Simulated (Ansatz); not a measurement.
| atom | x (Å) | y (Å) | z (Å) |
| --- | --- | --- | --- |
| Cu | 0.0000 | 0.0000 | -0.8315 |
| Cl | 0.0000 | 0.0000 | 1.4184 |

Basis set: def2-TZVP (spherical functions). Frozen core: 10 orbitals. Charge 0, multiplicity 1.

Computed with Ansatz (development build ahead of 0.2.0); each method stands on the lowest determinant of its kind that the runs found. Restricted open shells among the atoms or ions are ROHF, correlated in semicanonical orbitals with singles.

The atomization energy at this shape (free ground-state atoms in the same class of orbitals less the molecule, no zero-point energy) of singlet CuCl:

```csv
method,atomization energy
RHF,62.51 kcal/mol
```

What does RHF-MP2 give?

83.39 kcal/mol. Caution: the shape is not the minimum.
